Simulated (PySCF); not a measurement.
## Working out the ionisation energy of Kr⁺

Kr⁺ [Ar] 3d10 4s2 4p5 (2P) → Kr²⁺ [Ar] 3d10 4s2 4p4 (3P). Calculation: PySCF 2.14, in 6-31G* (5s4p3d, 32 functions); the non-relativistic Hamiltonian (point nucleus). Frozen: [Ar] 3d10. Energies in hartree (1 hartree = 27.21139 eV):

```tsv
part	Kr⁺ (lower)	Kr²⁺ (upper)
UHF	-2751.195656	-2750.340756
CCSD correlation	-0.106236	-0.089134
(T)	-0.001075	-0.000858
```

Q: What does Hartree-Fock give?

A: (-2750.340756) − (-2751.195656) = 0.854900 hartree = 23.263 eV.

Q: What do CCSD and CCSD(T) give?

A: The CCSD correlation energies differ by 0.017102 hartree = 0.465 eV and the triples by 0.000217 hartree = 0.006 eV, so CCSD gives 23.728 eV and CCSD(T) 23.734 eV.

Reference: 24.360 eV (measured; NIST Atomic Spectra Database, ionization energies), between the lowest levels; spin-orbit coupling is absent from the calculation.

The calculation is non-relativistic.

What remains against the reference includes basis incompleteness, the frozen core and higher excitations.
